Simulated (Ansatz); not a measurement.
`OB(F)N[SiH3]`, charge 0, multiplicity 1.

Problem. Give a relaxed structure at PBE0-D4/def2-TZVP (the Gaussian-basis code of Ansatz). (Estimate.)

Solution. Ansatz gave: 
Z-matrix (Å, degrees):
```
Si
N 1 1.739
H 1 1.484 2 111.5
H 1 1.484 2 111.5 3 -121.6
H 1 1.486 2 106.4 3 119.2
B 2 1.410 1 126.1 3 60.9
H 2 1.007 1 117.6 3 -119.0
F 6 1.343 2 120.4 1 -180.0
O 6 1.362 2 119.8 1 0.0
H 9 0.959 6 113.3 2 -180.0
```
Point group Cs.
This is one stationary point; other conformers may exist.
